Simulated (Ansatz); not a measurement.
Two isomers of C2H9NSSi: A = `C[SiH](N)CS`, B = `CNCS[SiH3]`.

Computed with Ansatz on PBE0-D4/def2-TZVP structures; ΔE is electronic, products minus reactants. CCSD(T)/CBS is the MP2 limit (def2-TZVPP, def2-QZVPP) plus CCSD(T) − MP2 in def2-TZVPP, frozen cores. DFT in def2-TZVPP. B3LYP here is the variant with VWN-RPA as its local correlation; programs differ in this. One conformer a species, not always the lowest.

(1) Which is lower in electronic energy at CCSD(T)/CBS, and by how much? (An estimate is asked.)

(2) Give E(B) − E(A) in kJ/mol with PBE0-D4, CCSD(T)/def2-TZVPP, r2SCAN-D4, CCSD/def2-TZVPP, B3LYP, B2PLYP, HF/def2-TZVPP. (Best estimate.)

Largest T1 diagnostic: 0.011.

## Answers

(1) The calculation gave: A, by 135.0 kJ/mol.

(2) The calculation gave: PBE0-D4 125.7, CCSD(T)/def2-TZVPP 131.9, r2SCAN-D4 129.1, CCSD/def2-TZVPP 133.6, B3LYP 122.4, B2PLYP 128.5, HF/def2-TZVPP 123.1. None reverses the order clearly.

From PBE to PBE0 (25 % exact exchange), in def2-TZVPP and without D4, E(B) − E(A) moves by +7.3 kJ/mol. In def2-TZVPP, CCSD(T) changes the Hartree–Fock value by +8.8 kJ/mol (the triples alone add −1.7 kJ/mol) and MP2 by +14.5 kJ/mol.
